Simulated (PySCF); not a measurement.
## Two-photon absorption: `c1n(C#CC(F)(F)F)ccc1`, C$_{7}$H$_{4}$F$_{3}$N

Molfile (atoms numbered from 1):
```
C7H4F3N
     RDKit          3D

 15 15  0  0  0  0  0  0  0  0999 V2000
    3.8933    1.1188   -0.3712 F   0  0  0  0  0  0  0  0  0  0  0  0
    3.4171   -0.0672    0.0092 C   0  0  0  0  0  0  0  0  0  0  0  0
    3.8711   -0.9760   -0.8556 F   0  0  0  0  0  0  0  0  0  0  0  0
    3.9382   -0.3563    1.2021 F   0  0  0  0  0  0  0  0  0  0  0  0
    1.9539   -0.0475    0.0652 C   0  0  0  0  0  0  0  0  0  0  0  0
    0.7455   -0.0265    0.1110 C   0  0  0  0  0  0  0  0  0  0  0  0
   -0.5920    0.0049    0.1595 N   0  0  0  0  0  0  0  0  0  0  0  0
   -1.3888   -0.7866    0.9775 C   0  0  0  0  0  0  0  0  0  0  0  0
   -2.6923   -0.4530    0.7344 C   0  0  0  0  0  0  0  0  0  0  0  0
   -2.7023    0.5725   -0.2625 C   0  0  0  0  0  0  0  0  0  0  0  0
   -1.4043    0.8382   -0.5999 C   0  0  0  0  0  0  0  0  0  0  0  0
   -0.9339   -1.5092    1.6498 H   0  0  0  0  0  0  0  0  0  0  0  0
   -3.5592   -0.8971    1.2193 H   0  0  0  0  0  0  0  0  0  0  0  0
   -3.5777    1.0624   -0.6838 H   0  0  0  0  0  0  0  0  0  0  0  0
   -0.9619    1.5378   -1.3041 H   0  0  0  0  0  0  0  0  0  0  0  0
  1  2  1  0
  2  3  1  0
  2  4  1  0
  2  5  1  0
  5  6  3  0
  6  7  1  0
  7  8  1  0
  8  9  2  0
  9 10  1  0
 10 11  2  0
 11  7  1  0
  8 12  1  0
  9 13  1  0
 10 14  1  0
 11 15  1  0
M  END
```

Theory: TDDFT CAM-B3LYP/aug-cc-pVDZ excited states, vertical, gas phase in PySCF. Geometry: PBE0-D3(BJ)/def2-SVP.

Problem. How strongly do the lowest singlets absorb one photon, and two photons of half the energy?

Solution. δ for parallel linear polarisation; σ at the peak of a Lorentzian of half width 0.1 eV, single beam; Ω is circular over linear.
```tsv
state	E (eV)	f	photon λ (nm)	δ (au)	σ (GM)	Ω	main
S1	5.47	0.000	454	<0.1	0.00	–	HOMO−1→LUMO+4 0.84, HOMO−3→LUMO+4 0.12
S2	5.71	0.091	434	10.6	0.13	1.50	HOMO→LUMO 0.97
S3	5.73	0.284	433	22.4	0.27	1.46	HOMO−1→LUMO 0.82, HOMO−2→LUMO+4 0.08
S4	6.05	0.000	410	145	1.95	1.50	HOMO→LUMO+1 0.91
S5	6.37	0.002	389	<0.1	0.00	–	HOMO→LUMO+4 0.95
S6	6.45	0.055	385	6.17	0.09	1.50	HOMO−1→LUMO+1 0.73, HOMO→LUMO+2 0.12
```

Among these, the strongest one-photon state is S3, the strongest two-photon state S4, with a dipole change of 1.9 D (relaxed, norm of the difference vector).
